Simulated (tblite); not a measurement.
Record of a relaxation.

Species: C5H8GeO2.
SMILES with atom numbers: `[CH2:1]=[CH:2][GeH2:3]/[CH:4]=[CH:5]/[O:6][CH:7]=[O:8]` (hydrogens: H9, H10 on C1; H11 on C2; H12, H13 on Ge3; H14 on C4; H15 on C5; H16 on C7)

Computed with GFN2-xTB (tblite), gas phase: L-BFGS steps from a force-field or distance-geometry start until the largest atomic force falls under 0.01 eV/Å. 10 of its 182 geometries are shown.

Step 0: E = -673.0223 eV, largest atomic force 4.946 eV/Å
```
atom  x, y, z in Å  |  force x, y, z in eV/Å
C1     -2.229    0.885    1.044   -0.531  -0.381   0.373
C2     -2.338   -0.413    0.783   -0.233   0.289   0.394
Ge3    -1.310   -1.231   -0.625   -0.870  -0.549  -0.962
C4      0.556   -1.167   -0.223    0.705  -0.654   0.144
C5      1.211   -0.023   -0.152    0.557   0.502  -0.043
O6      2.570   -0.014    0.144    1.409   1.772   0.222
C7      3.330    1.163    0.222   -4.099   2.586  -0.985
O8      2.814    2.294    0.026    1.635  -3.710   0.597
H9     -2.813    1.325    1.851    0.275   0.129  -0.235
H10    -1.595    1.523    0.457   -0.006   0.124   0.063
H11    -2.996   -1.040    1.388    0.190   0.235  -0.150
H12    -1.594   -0.493   -1.962    0.148  -0.353   0.505
H13    -1.758   -2.708   -0.750    0.230   0.525  -0.069
H14     1.081   -2.107   -0.032   -0.058   0.375  -0.032
H15     0.684    0.915   -0.352    0.647  -0.072   0.162
H16     4.379    1.098    0.478    0.000  -0.819   0.016
```

Step 20: E = -673.5198 eV, largest atomic force 0.042 eV/Å
```
atom  x, y, z in Å  |  force x, y, z in eV/Å
C1     -2.262    0.897    1.066   -0.011  -0.013   0.009
C2     -2.349   -0.396    0.795    0.026   0.000  -0.010
Ge3    -1.318   -1.241   -0.640   -0.018   0.019   0.017
C4      0.591   -1.168   -0.236   -0.025  -0.034  -0.004
C5      1.256   -0.027   -0.164   -0.009  -0.019  -0.007
O6      2.601   -0.001    0.155    0.015  -0.009  -0.007
C7      3.219    1.173    0.205   -0.004   0.007   0.020
O8      2.737    2.248    0.011   -0.005   0.026  -0.010
H9     -2.814    1.361    1.869   -0.003   0.003   0.003
H10    -1.628    1.554    0.490   -0.026  -0.008   0.006
H11    -2.991   -1.025    1.400    0.020   0.017  -0.029
H12    -1.564   -0.542   -1.947    0.004  -0.009   0.013
H13    -1.706   -2.685   -0.796    0.006   0.024   0.003
H14     1.128   -2.082   -0.029    0.001  -0.011   0.004
H15     0.820    0.946   -0.347    0.009   0.003  -0.009
H16     4.275    0.997    0.465    0.020   0.003   0.002
```

Step 40: E = -673.5220 eV, largest atomic force 0.028 eV/Å
```
atom  x, y, z in Å  |  force x, y, z in eV/Å
C1     -2.284    0.908    1.075    0.001  -0.001  -0.003
C2     -2.337   -0.384    0.795   -0.001  -0.002   0.006
Ge3    -1.308   -1.227   -0.639    0.012  -0.006  -0.003
C4      0.603   -1.188   -0.237    0.001   0.004   0.004
C5      1.274   -0.050   -0.182   -0.008   0.003   0.002
O6      2.618   -0.010    0.145   -0.017   0.018  -0.014
C7      3.216    1.173    0.206    0.007   0.005   0.005
O8      2.720    2.243    0.012   -0.004  -0.016  -0.002
H9     -2.847    1.349    1.884    0.004   0.005  -0.006
H10    -1.671    1.586    0.502   -0.008   0.002   0.000
H11    -2.964   -1.029    1.398    0.000  -0.010   0.007
H12    -1.544   -0.529   -1.948    0.004   0.004   0.007
H13    -1.723   -2.664   -0.790    0.006   0.007  -0.008
H14     1.129   -2.105   -0.014   -0.013  -0.001   0.004
H15     0.837    0.921   -0.384    0.007  -0.006  -0.001
H16     4.274    1.015    0.474    0.009  -0.006   0.001
```

Step 60: E = -673.5262 eV, largest atomic force 0.048 eV/Å
```
atom  x, y, z in Å  |  force x, y, z in eV/Å
C1     -2.381    0.895    1.062   -0.010   0.014  -0.005
C2     -2.320   -0.408    0.843   -0.012   0.008  -0.002
Ge3    -1.290   -1.181   -0.629    0.003  -0.025  -0.030
C4      0.610   -1.203   -0.182   -0.023   0.013  -0.004
C5      1.309   -0.082   -0.231   -0.006  -0.014   0.006
O6      2.646   -0.036    0.115   -0.001   0.002   0.014
C7      3.236    1.150    0.195    0.011   0.010   0.005
O8      2.733    2.219    0.018   -0.005   0.003  -0.020
H9     -2.923    1.321    1.892   -0.020   0.005   0.014
H10    -1.888    1.599    0.411    0.015   0.013  -0.011
H11    -2.835   -1.080    1.518    0.026  -0.040   0.001
H12    -1.462   -0.353   -1.871   -0.009  -0.015   0.025
H13    -1.727   -2.589   -0.916   -0.013   0.003   0.002
H14     1.098   -2.108    0.151   -0.020   0.019  -0.010
H15     0.891    0.869   -0.541    0.032   0.003   0.012
H16     4.293    0.994    0.464    0.030   0.000   0.004
```

Step 80: E = -673.5338 eV, largest atomic force 0.077 eV/Å
```
atom  x, y, z in Å  |  force x, y, z in eV/Å
C1     -2.528    0.862    1.052    0.004  -0.029   0.004
C2     -2.289   -0.429    0.885    0.014   0.053  -0.008
Ge3    -1.280   -1.106   -0.642    0.007  -0.039  -0.065
C4      0.606   -1.174   -0.150   -0.019   0.005   0.023
C5      1.359   -0.091   -0.242   -0.029  -0.012   0.003
O6      2.676   -0.064    0.173    0.022  -0.024   0.003
C7      3.300    1.108    0.177   -0.005   0.026  -0.032
O8      2.832    2.169   -0.111    0.026   0.020  -0.008
H9     -3.057    1.249    1.909   -0.004   0.030   0.028
H10    -2.199    1.591    0.325   -0.060  -0.031   0.029
H11    -2.609   -1.141    1.637   -0.023   0.045  -0.041
H12    -1.454   -0.209   -1.836    0.025   0.000   0.073
H13    -1.734   -2.486   -1.016    0.002  -0.048   0.002
H14     1.024   -2.068    0.291    0.019   0.001  -0.029
H15     1.003    0.847   -0.650   -0.006   0.024  -0.013
H16     4.342    0.951    0.495    0.027  -0.018   0.032
```

Step 101: E = -673.5483 eV, largest atomic force 0.058 eV/Å
```
atom  x, y, z in Å  |  force x, y, z in eV/Å
C1     -2.797    0.785    1.053    0.011  -0.004  -0.001
C2     -2.276   -0.423    0.921    0.005   0.018  -0.020
Ge3    -1.264   -1.006   -0.643   -0.004   0.016  -0.016
C4      0.608   -1.097   -0.112    0.023  -0.003  -0.039
C5      1.414   -0.056   -0.238   -0.005  -0.004  -0.005
O6      2.707   -0.073    0.251    0.015  -0.008   0.004
C7      3.444    1.024    0.123    0.003  -0.009   0.008
O8      3.128    2.045   -0.411    0.007   0.016   0.001
H9     -3.291    1.107    1.957   -0.054   0.009   0.005
H10    -2.751    1.508    0.253    0.008  -0.002   0.013
H11    -2.342   -1.124    1.745   -0.001   0.006  -0.002
H12    -1.423   -0.039   -1.781   -0.004  -0.027   0.051
H13    -1.705   -2.374   -1.082    0.014  -0.012  -0.018
H14     0.987   -1.984    0.375   -0.011   0.016   0.025
H15     1.133    0.873   -0.719   -0.024  -0.005   0.016
H16     4.419    0.845    0.605    0.016  -0.008  -0.024
```

Step 121: E = -673.5586 eV, largest atomic force 0.083 eV/Å
```
atom  x, y, z in Å  |  force x, y, z in eV/Å
C1     -3.118    0.649    1.024   -0.063   0.040   0.009
C2     -2.326   -0.408    0.980    0.023  -0.031   0.001
Ge3    -1.226   -0.862   -0.567    0.012  -0.011  -0.017
C4      0.641   -0.989   -0.026    0.027   0.026  -0.008
C5      1.510   -0.010   -0.216   -0.006  -0.001   0.029
O6      2.808   -0.091    0.257   -0.006  -0.019   0.002
C7      3.637    0.920    0.023    0.016  -0.041   0.010
O8      3.402    1.913   -0.594   -0.021   0.074  -0.030
H9     -3.713    0.902    1.889    0.020  -0.017   0.007
H10    -3.213    1.312    0.178    0.005   0.019  -0.011
H11    -2.252   -1.052    1.847   -0.004  -0.014  -0.003
H12    -1.396    0.186   -1.625    0.020  -0.004  -0.010
H13    -1.622   -2.197   -1.139   -0.002   0.006   0.013
H14     0.976   -1.872    0.499   -0.004  -0.012   0.028
H15     1.276    0.911   -0.734    0.013   0.018  -0.007
H16     4.607    0.697    0.501   -0.030  -0.032  -0.013
```

Step 141: E = -673.5621 eV, largest atomic force 0.011 eV/Å
```
atom  x, y, z in Å  |  force x, y, z in eV/Å
C1     -3.151    0.643    1.021    0.007  -0.002   0.003
C2     -2.352   -0.409    0.967   -0.005   0.005   0.000
Ge3    -1.215   -0.847   -0.558    0.001   0.003   0.003
C4      0.642   -0.971    0.016    0.000   0.003   0.000
C5      1.519   -0.005   -0.202    0.004  -0.003  -0.006
O6      2.827   -0.102    0.237    0.002   0.004   0.004
C7      3.653    0.911   -0.001   -0.001   0.002  -0.003
O8      3.395    1.934   -0.560    0.003  -0.002  -0.002
H9     -3.757    0.870    1.886   -0.002  -0.002  -0.003
H10    -3.235    1.329    0.192    0.002   0.001   0.000
H11    -2.292   -1.072    1.821   -0.008  -0.008   0.002
H12    -1.349    0.192   -1.629   -0.002   0.002   0.002
H13    -1.598   -2.185   -1.129    0.000  -0.003   0.001
H14     0.970   -1.846    0.560   -0.001   0.002   0.000
H15     1.290    0.911   -0.733    0.003   0.001  -0.004
H16     4.644    0.654    0.410   -0.005  -0.002   0.003
```

Step 161: E = -673.5632 eV, largest atomic force 0.022 eV/Å
```
atom  x, y, z in Å  |  force x, y, z in eV/Å
C1     -3.137    0.650    1.031    0.007  -0.021  -0.002
C2     -2.381   -0.434    0.960   -0.010   0.010   0.005
Ge3    -1.216   -0.853   -0.549   -0.003   0.003   0.001
C4      0.641   -0.951    0.029    0.000   0.003   0.002
C5      1.522    0.004   -0.214   -0.001  -0.008   0.001
O6      2.828   -0.093    0.231   -0.002   0.004   0.009
C7      3.659    0.914   -0.009    0.002  -0.004   0.001
O8      3.409    1.935   -0.577    0.003   0.006  -0.008
H9     -3.766    0.866    1.882    0.002  -0.001   0.004
H10    -3.161    1.371    0.230    0.006  -0.001   0.003
H11    -2.384   -1.137    1.786    0.001   0.009  -0.010
H12    -1.362    0.184   -1.621    0.004   0.004  -0.003
H13    -1.573   -2.199   -1.119   -0.005   0.000  -0.003
H14     0.968   -1.813    0.595   -0.002   0.000   0.002
H15     1.301    0.909   -0.766   -0.002  -0.009   0.001
H16     4.645    0.656    0.411    0.001   0.004  -0.002
```

Step 181: E = -673.5653 eV, largest atomic force 0.008 eV/Å
```
atom  x, y, z in Å  |  force x, y, z in eV/Å
C1     -3.175    0.609    1.058    0.005   0.000   0.001
C2     -2.431   -0.477    0.937   -0.003  -0.003  -0.006
Ge3    -1.205   -0.806   -0.547   -0.001   0.006   0.005
C4      0.628   -0.890    0.107   -0.001  -0.001  -0.002
C5      1.539    0.017   -0.204   -0.004  -0.001  -0.002
O6      2.828   -0.053    0.292   -0.003   0.003   0.001
C7      3.695    0.889   -0.060   -0.002  -0.004   0.000
O8      3.493    1.823   -0.775    0.001   0.000   0.001
H9     -3.836    0.771    1.896   -0.002  -0.001   0.002
H10    -3.154    1.390    0.314    0.000   0.000  -0.002
H11    -2.478   -1.240    1.706    0.003   0.001  -0.002
H12    -1.317    0.273   -1.581   -0.001  -0.004   0.003
H13    -1.520   -2.131   -1.186   -0.002   0.000   0.000
H14     0.912   -1.696    0.770    0.004   0.000   0.002
H15     1.353    0.861   -0.856    0.005   0.001   0.000
H16     4.661    0.669    0.426    0.003   0.001   0.000
```

Problem. Summarise the path.

Solution. The energy falls by 12.52 kcal/mol from step 0 to step 181; nine tenths of that is first reached at step 10. It rises by more than 0.2 meV at step 83. The largest force goes from 4.946 to 0.008 eV/Å. Among the bonds O6–C7 changes most, from 1.403 to 1.328 Å; the atoms move by 0.816 Å rms after alignment.

Problem. Follow the three bonds and two angles with the largest change from start to end.

Solution. 
| step | E above end (kcal/mol) | largest force (eV/Å) | O6–C7 (Å) | C7=O8 (Å) | Ge3–H12 (Å) | O6–C7–H16 (°) | O6–C5–H15 (°) |
| --- | --- | --- | --- | --- | --- | --- | --- |
| 0 | 12.52 | 4.946 | 1.403 | 1.258 | 1.554 | 119.2 | 120.2 |
| 8 | 1.34 | 0.213 | 1.329 | 1.195 | 1.506 | 106.8 | 114.7 |
| 16 | 1.07 | 0.041 | 1.327 | 1.195 | 1.501 | 108.2 | 114.5 |
| 24 | 1.03 | 0.029 | 1.328 | 1.195 | 1.501 | 108.3 | 114.1 |
| 31 | 1.01 | 0.032 | 1.328 | 1.195 | 1.501 | 108.3 | 114.3 |
| 39 | 1.00 | 0.027 | 1.328 | 1.195 | 1.501 | 108.4 | 114.2 |
| 47 | 0.99 | 0.029 | 1.328 | 1.195 | 1.500 | 108.4 | 114.2 |
| 55 | 0.95 | 0.054 | 1.328 | 1.195 | 1.500 | 108.2 | 114.4 |
| 63 | 0.89 | 0.041 | 1.328 | 1.194 | 1.500 | 108.4 | 114.3 |
| 71 | 0.84 | 0.045 | 1.328 | 1.194 | 1.502 | 108.7 | 113.8 |
| 79 | 0.76 | 0.070 | 1.328 | 1.195 | 1.501 | 108.5 | 114.1 |
| 87 | 0.50 | 0.119 | 1.328 | 1.195 | 1.497 | 108.1 | 114.6 |
| 94 | 0.45 | 0.051 | 1.328 | 1.194 | 1.497 | 108.3 | 114.6 |
| 102 | 0.38 | 0.050 | 1.328 | 1.195 | 1.500 | 108.3 | 114.2 |
| 110 | 0.27 | 0.077 | 1.329 | 1.195 | 1.499 | 108.2 | 114.3 |
| 118 | 0.17 | 0.059 | 1.328 | 1.194 | 1.500 | 108.3 | 114.5 |
| 126 | 0.10 | 0.036 | 1.328 | 1.194 | 1.500 | 108.2 | 114.8 |
| 134 | 0.08 | 0.012 | 1.328 | 1.194 | 1.498 | 108.2 | 114.5 |
| 142 | 0.07 | 0.012 | 1.328 | 1.194 | 1.499 | 108.3 | 114.5 |
| 150 | 0.06 | 0.027 | 1.328 | 1.194 | 1.499 | 108.2 | 114.6 |
| 157 | 0.05 | 0.021 | 1.328 | 1.194 | 1.499 | 108.3 | 114.5 |
| 165 | 0.04 | 0.019 | 1.328 | 1.194 | 1.499 | 108.2 | 114.6 |
| 173 | 0.01 | 0.026 | 1.328 | 1.194 | 1.497 | 108.3 | 114.5 |
| 181 | 0.00 | 0.008 | 1.328 | 1.194 | 1.499 | 108.3 | 114.5 |

The cost below is that of the whole relaxation. Time: 1.2 s wall. Hardware: an Arm Neoverse V1 with one thread, on a shared host.
